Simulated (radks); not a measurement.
Values are calculated unless marked as measured or tabulated.
Rh29+, 16 electrons, occupied as [Ne] 3s2 3p4.

Code: a radial shooting solver on a logarithmic mesh with Libxc functionals. Model: scalar-relativistic Kohn-Sham, exchange-only LDA, spin-polarised, spherical densities, point nucleus; open shells are filled with parallel spins first (spin-orbit coupling, left out, can overturn this in heavy ions).

Energy parts (Ry):
| part | energy |
|---|---|
| total | -8341.39583 |
| kinetic | 8681.33216 |
| electron-nucleus | -18264.02552 |
| Hartree | 1410.29772 |
| exchange | -169.00019 |

Orbitals (lengths in bohr, moments of r in powers of bohr; <r^-3> diverges for s and p1/2; r(90%) holds 90 % of the orbital's charge):
orbital  occ.  eigenvalue (Ry)      <r^4>  r(90%)      <r>  <r^-3>
1s up       1        -1798.238  5.381e-06  0.0586  0.03266       -
1s down     1        -1797.944  5.380e-06  0.0586  0.03266       -
2s up       1        -349.0781  0.0009149   0.216   0.1405       -
2s down     1        -348.8090  0.0009120   0.216   0.1404       -
2p up       3        -324.6700  0.0006459   0.198   0.1222    3306
2p down     3        -324.3458  0.0006442   0.198   0.1222    3306
3s up       1        -129.8632    0.02786   0.506   0.3483       -
3s down     1        -129.0407    0.02805   0.507   0.3488       -
3p up       3        -122.0604    0.02648   0.501   0.3385   783.9
3p down     1        -121.2299    0.02668   0.502   0.3390   782.1

The highest occupied level is 3p down at -1649.4 eV. Summed over all electrons, <r^2> = 0.9634 bohr^2, which gives a Langevin (diamagnetic) susceptibility term of -0.763 x 10^-6 cm^3/mol.
